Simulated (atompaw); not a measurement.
**What one change does to a pseudopotential (Ce (Z = 58), PAW (atompaw))**

atompaw 4.2.0.5 input, output lines left out:

```
Ce 58
GGA-PBE scalarrelativistic loggrid 2001 logderivrange -6 5 276
6 6 5 4 0 0
6 0 0.5
6 1 0
5 2 1
4 3 1
0 0 0
c
c
c
c
v
v
c
c
c
v
v
c
c
v
c
2
3.00 2.80 2.30 2.75
n
n
y
4.15
n
custom polynom2 7 10 vanderbiltortho sinc
3 0.5 vpsmatchnc
1.85
2.80
2.80
3.00
3.00
2.90
```

Change: wave 5d channel at 4.15 Ry: rc 2.90 bohr becomes 5d channel at 4.15 Ry: rc 2.16 bohr.

Cutoffs: the cutoffs (Ry, on a coarse ladder) from which the occupation-weighted sum of valence levels, in a spherical-Bessel basis at the reference potential, stays within 10 and 1 mRy of its value at 400 Ry; they do not see the model core or the augmentation charge, which bear on the density cutoff.

Problem. What does the change do?

Solution. The potential gets neither clearly harder nor softer (21 Ry and 50 Ry → 21 Ry and 50 Ry); the bound ghosts move from d, p, s to p, s.

| quantity | base | changed |
| --- | --- | --- |
| cutoff, loose | 21 Ry | 21 Ry |
| cutoff, tight | 50 Ry | 50 Ry |
| loose cutoff by channel (10 mRy a level) | s 8 Ry, p 12 Ry, d 10 Ry | s 8 Ry, p 12 Ry, d 12 Ry |
| bound ghosts | s, p, d | s, p |
| s: phases at 3.01 bohr within 0.05 rad from the reference energy up to (Ry; the scan ends near 5) | -0.5 | -0.5 |
| p: phases at 3.01 bohr within 0.05 rad from the reference energy up to (Ry; the scan ends near 5) | n/a | n/a |
| d: phases at 3.01 bohr within 0.05 rad from the reference energy up to (Ry; the scan ends near 5) | -0.6 | -0.6 |
| lowest overlap eigenvalue by channel | s 0.30, p 0.73, d 0.84 | s 0.30, p 0.73, d 0.83 |

 A true bound ghost makes a file unfit for plane-wave use even where its test errors are small: the radial tests pick states by their node count and pass the ghost by. The cutoffs see the waves, projectors and local potential, not the compensation charge or the core.
